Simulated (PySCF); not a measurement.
PBE0 on Cr⁻ (chromium, charge -1), [Ar] 3d5 4s2, high-spin 6S determinant. All numbers are calculated (PySCF 2.14, scalar relativity by spin-free X2C-1e, in x2c-QZVPPall with one added diffuse shell each of s, p, d, f, g type (12s8p6d4f3g, 121 functions)).

```
cycle= 1 E= -1050.60505832796  delta_E= -0.0169  |g|= 0.0763  |ddm|= 1.77
cycle= 2 E= -1050.60265522048  delta_E= 0.0024  |g|= 0.129  |ddm|= 0.73
cycle= 3 E= -1050.60772336606  delta_E= -0.00507  |g|= 0.0114  |ddm|= 0.0953
cycle= 4 E= -1050.6079591311  delta_E= -0.000236  |g|= 0.00283  |ddm|= 0.222
cycle= 5 E= -1050.60801590982  delta_E= -5.68e-05  |g|= 0.00107  |ddm|= 0.144
cycle= 6 E= -1050.60801685064  delta_E= -9.41e-07  |g|= 0.000132  |ddm|= 0.00797
cycle= 7 E= -1050.60801688976  delta_E= -3.91e-08  |g|= 5.95e-05  |ddm|= 0.00203
cycle= 8 E= -1050.60801689215  delta_E= -2.39e-09  |g|= 2.7e-06  |ddm|= 0.000183
cycle= 9 E= -1050.6080168922  delta_E= -4.43e-11  |g|= 2.6e-07  |ddm|= 0.000131
converged SCF energy = -1050.6080168922  <S^2> = 8.8626359  2S+1 = 6.0374286
```

Highest occupied orbital energy: 0.788 eV; ⟨L²⟩ = 0.00; populations by l: s 8.00, p 12.00, d 5.00, f 0.00.

(1) Can this result be used?

Answers

(1) With care. The run converged. ⟨S²⟩ = 8.86 against 8.75 shows spin contamination. At PBE0 the highest occupied level has a positive energy, so only the finite basis holds that electron; in a semilocal or global hybrid functional this comes from self-interaction and does not mean that the real anion is unbound.
